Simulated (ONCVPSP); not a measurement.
An all-electron radial function and its pseudo partner (Co (Z = 27))

Columns: radius, all-electron u(r) and pseudo u(r) of the 3s shell (level -103.11 eV) of cobalt in the configuration [Ne] 3s2 3p6 3d7 4s1.5 4p0.5; PBEsol, scalar-relativistic, ONCV scheme, ONCVPSP 4.0.1.

```json
{"r (bohr)": "0.070", "all-electron": "0.0377", "pseudo": "0.1816"}
{"r (bohr)": "0.140", "all-electron": "-0.5976", "pseudo": "0.3599"}
{"r (bohr)": "0.210", "all-electron": "-0.6117", "pseudo": "0.5311"}
{"r (bohr)": "0.280", "all-electron": "-0.2306", "pseudo": "0.6907"}
{"r (bohr)": "0.350", "all-electron": "0.2539", "pseudo": "0.8338"}
{"r (bohr)": "0.420", "all-electron": "0.6807", "pseudo": "0.9551"}
{"r (bohr)": "0.490", "all-electron": "0.9897", "pseudo": "1.0497"}
{"r (bohr)": "0.560", "all-electron": "1.1763", "pseudo": "1.1141"}
{"r (bohr)": "0.630", "all-electron": "1.2588", "pseudo": "1.1461"}
{"r (bohr)": "0.700", "all-electron": "1.2634", "pseudo": "1.1459"}
{"r (bohr)": "0.770", "all-electron": "1.2149", "pseudo": "1.1164"}
{"r (bohr)": "0.840", "all-electron": "1.1334", "pseudo": "1.0617"}
{"r (bohr)": "0.910", "all-electron": "1.0342", "pseudo": "0.9880"}
{"r (bohr)": "0.980", "all-electron": "0.9281", "pseudo": "0.9015"}
{"r (bohr)": "1.050", "all-electron": "0.8221", "pseudo": "0.8088"}
{"r (bohr)": "1.120", "all-electron": "0.7207", "pseudo": "0.7151"}
{"r (bohr)": "1.190", "all-electron": "0.6267", "pseudo": "0.6249"}
{"r (bohr)": "1.260", "all-electron": "0.5414", "pseudo": "0.5409"}
{"r (bohr)": "1.330", "all-electron": "0.4651", "pseudo": "0.4650"}
{"r (bohr)": "1.400", "all-electron": "0.3978", "pseudo": "0.3977"}
{"r (bohr)": "1.470", "all-electron": "0.3388", "pseudo": "0.3388"}
{"r (bohr)": "1.540", "all-electron": "0.2877", "pseudo": "0.2877"}
{"r (bohr)": "1.610", "all-electron": "0.2436", "pseudo": "0.2436"}
{"r (bohr)": "1.680", "all-electron": "0.2058", "pseudo": "0.2057"}
{"r (bohr)": "1.750", "all-electron": "0.1735", "pseudo": "0.1734"}
{"r (bohr)": "1.820", "all-electron": "0.1460", "pseudo": "0.1460"}
```

How many radial nodes do the two functions have?

The all-electron 3s function has n − l − 1 = 2; the pseudo-wave has 0, since the states of the same l below it are removed with the core.

At about which radius was the pseudo-wave matched?

1.40 bohr. The columns agree to 0.0005 from 1.26 bohr on; several derivatives are matched, so the curves merge somewhat inside the radius.

Where does each function peak?

Outermost all-electron maximum near 0.70 bohr, pseudo maximum near 0.63 bohr (to the table’s step).

Is the pseudo-wave norm-conserving?

Yes: the ONCV scheme keeps the norm inside the radius equal to the all-electron one, which fixes the energy derivative of the logarithmic derivative at the level.
